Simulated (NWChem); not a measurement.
System: TiSClF; SMILES [F][Ti](=[S])[Cl]

Computed with NWChem. All runs use the structure optimised with PBE-D3(BJ)/def2-SVP.

For level PBE0/aug-pcseg-1:

| Quantity | Result |
|---|---|
| dipole (D) | 2.68 |

Question: What are these values for level PBE0/pcseg-2?

Answer: 
| Quantity | Value |
|---|---|
| dipole (D) | 2.86 |
